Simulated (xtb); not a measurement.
Mo(O)2(OH) (HMoO3), SMILES [O]=[Mo+](=[O])[OH], charge +1, multiplicity 1. All values are semi-empirical tight-binding results from xtb (GFN2-xTB unless named), good for trends rather than for accurate numbers. Geometry: GFN2-xTB. The multiplicity is an assumed one; other spin states were not compared. The isomer is the one that the SMILES or the coordinates give; other isomers of the formula were not compared. Other conformers were not sampled.

For metal compounds this method's bond lengths and energies can be far off.

- point group as xtb finds it = Cs
- orbital gap = 0.28 eV
- zero-point energy = 10.9 kcal/mol
- G − E(el) at 298.15 K (modified RRHO) = -7.3 kcal/mol
